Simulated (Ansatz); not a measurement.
The same path of BClFH4NO (9 atoms, charge 0, multiplicity 1) was run 3 times with different band settings. Lost on the way: B1–Cl2, N6–H9. Made: Cl2–H9.

All numbers below come from RKS PBE-D4/def2-SVP (Ansatz 0.2.0).

Relaxed end points:

```xyz
9
Properties=species:S:1:pos:R:3
B -0.053 0.176 0.263
Cl 0.099 -0.798 1.875
F 1.061 -0.029 -0.539
O -1.318 0.137 -0.357
H -1.558 -0.780 -0.573
N 0.064 1.745 0.769
H 0.995 1.922 1.171
H -0.098 2.388 -0.022
H -0.645 1.920 1.496
```

```xyz
9
Properties=species:S:1:pos:R:3
B -0.076 0.506 -0.299
Cl -0.243 -0.001 3.136
F 0.975 -0.285 -0.594
O -1.339 0.190 -0.700
H -1.371 -0.681 -1.134
N 0.149 1.685 0.488
H 1.093 2.068 0.562
H -0.582 2.397 0.541
H -0.059 0.801 2.083
```

Common settings: movable images 5; climbing image yes; optimiser quadratic models (default); start path through a guess of the saddle point; force threshold 0.03 eV/Å; iteration limit 60; end points relaxed.

| run | spring |
| --- | --- |
| 1 | 5.0 eV/Å² |
| 2 | 2.0 to 10.0 eV/Å², energy-weighted |
| 3 | 2.0 to 10.0 eV/Å², energy-weighted |

Question: What does each run give, and how far can it be trusted?

Answer: Run 1: converged after 17 iterations, highest image 0.737 eV above the first end. A vibrational analysis at the climbing image gives one clearly imaginary mode, 655i cm⁻¹: a first-order saddle point.
Run 2: converged after 13 iterations, highest image 0.737 eV above the first end. Another band between the same ends (5 images) ends at a top of the same energy, where a vibrational analysis finds 1 clearly imaginary mode.
Run 3: converged after 13 iterations, highest image 0.737 eV above the first end. Another band between the same ends (5 images) ends at a top of the same energy, where a vibrational analysis finds 1 clearly imaginary mode.
The orbitals stay closed-shell, which can raise the energy where a bond breaks towards radicals; this wasn't checked here.
